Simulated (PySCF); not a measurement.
Isomers of C5H11NSi side by side.

PySCF, B3LYP/def2-SVPD, density fitting, gas phase; each molecule at its own GFN2-xTB geometry, one conformer. Singlet excitations by full TDDFT with frozen cores and triplets by Tamm–Dancoff TDDFT. 

Torsions of the conformers computed, which needn't be the lowest (atom-mapped SMILES):
- `[CH2:1]=[N:2][SiH2:3][CH2:4][C:5](=[CH2:6])[CH3:7]`: C1–N2–Si3–C4 119°, N2–Si3–C4–C5 172°, Si3–C4–C5–C6 102°
- `[CH2:1]=[C:2]1[CH2:3][CH2:4][C@H:5]1[NH:6][SiH3:7]`: C4–C5–N6–Si7 -157°
- `[CH2:1]1[CH2:2][C@@H:3]([N:4]2[CH2:5][CH2:6]2)[SiH2:7]1`: C2–C3–N4–C5 148°
- `[CH2:1]=[CH:2]/[C:3]([CH3:4])=[N:5]\[CH2:6][SiH3:7]`: C1–C2–C3–C4 7°, C3–N5–C6–Si7 88°
- `[CH3:1][C:2]([CH3:3])([SiH3:4])[CH2:5][C:6]#[N:7]`: C1–C2–C5–C6 -178°

The conformers of `C=C[C@@H]1CC[SiH2]N1`, `C=CN1CCC[SiH2]1` and `C=C[C@@H]1CCN[SiH2]1` aren't listed.

Reference: `C=C[C@@H]1CC[SiH2]N1`, with HOMO energy -6.42 eV, LUMO energy -0.05 eV, lowest singlet excitation 5.46 eV, lowest triplet excitation 4.51 eV and mean polarisability 92.0 au.

Changes against it:

```json
{"molecule": "C=C/C(C)=N\\C[SiH3]", "Δ electronic energy (kcal/mol)": "+25.4", "Δ HOMO energy (eV)": "-0.22", "Δ LUMO energy (eV)": "-1.49", "Δ lowest singlet excitation (eV)": "-1.56", "Δ lowest triplet excitation (eV)": "-1.26", "Δ mean polarisability (au)": "+10.4"}
{"molecule": "CC(C)([SiH3])CC#N", "Δ electronic energy (kcal/mol)": "+11.4", "Δ HOMO energy (eV)": "-1.85", "Δ LUMO energy (eV)": "-0.10", "Δ lowest singlet excitation (eV)": "+1.79", "Δ lowest triplet excitation (eV)": "+1.96", "Δ mean polarisability (au)": "-2.2"}
{"molecule": "C=CN1CCC[SiH2]1", "Δ electronic energy (kcal/mol)": "-2.9", "Δ HOMO energy (eV)": "+0.77", "Δ LUMO energy (eV)": "+0.15", "Δ lowest singlet excitation (eV)": "-0.58", "Δ lowest triplet excitation (eV)": "-0.36", "Δ mean polarisability (au)": "+2.1"}
{"molecule": "C=C[C@@H]1CCN[SiH2]1", "Δ electronic energy (kcal/mol)": "+0.9", "Δ HOMO energy (eV)": "+0.02", "Δ LUMO energy (eV)": "+0.19", "Δ lowest singlet excitation (eV)": "+0.07", "Δ lowest triplet excitation (eV)": "-0.14", "Δ mean polarisability (au)": "+1.1"}
```

Rows whose labels were lost:

```json
{"row": "P", "Δ electronic energy (kcal/mol)": "+47.8", "Δ HOMO energy (eV)": "+0.44", "Δ LUMO energy (eV)": "-0.03", "Δ lowest singlet excitation (eV)": "-0.31", "Δ lowest triplet excitation (eV)": "+0.20", "Δ mean polarisability (au)": "-1.2"}
{"row": "Q", "Δ electronic energy (kcal/mol)": "+14.0", "Δ HOMO energy (eV)": "-0.21", "Δ LUMO energy (eV)": "-1.08", "Δ lowest singlet excitation (eV)": "-1.46", "Δ lowest triplet excitation (eV)": "-1.11", "Δ mean polarisability (au)": "+6.3"}
{"row": "R", "Δ electronic energy (kcal/mol)": "+23.5", "Δ HOMO energy (eV)": "0.00", "Δ LUMO energy (eV)": "-0.26", "Δ lowest singlet excitation (eV)": "-0.29", "Δ lowest triplet excitation (eV)": "-0.27", "Δ mean polarisability (au)": "+0.8"}
```

**Question.** Which row belongs to which of `C=N[SiH2]CC(=C)C`, `C=C1CC[C@H]1N[SiH3]` and `C1C[C@@H](N2CC2)[SiH2]1`?

**Answer.** P = `C1C[C@@H](N2CC2)[SiH2]1`, Q = `C=N[SiH2]CC(=C)C` and R = `C=C1CC[C@H]1N[SiH3]`. P and Q are told apart most clearly by the electronic energy (+47.8 against +14.0 kcal/mol); P and R are told apart most clearly by the electronic energy (+47.8 against +23.5 kcal/mol); Q and R are told apart most clearly by the lowest singlet excitation (-1.46 against -0.29 eV).

**Question.** Which row has the smallest HOMO–LUMO gap and which the largest, and does the HOMO or the LUMO shift more there?

**Answer.** Smallest, counted from the reference: `C=C/C(C)=N\C[SiH3]`, -1.27 eV (HOMO -0.22, LUMO -1.49), the larger shift being that of the LUMO. Largest: `CC(C)([SiH3])CC#N`, +1.75 eV (HOMO -1.85, LUMO -0.10), the larger shift being that of the HOMO.
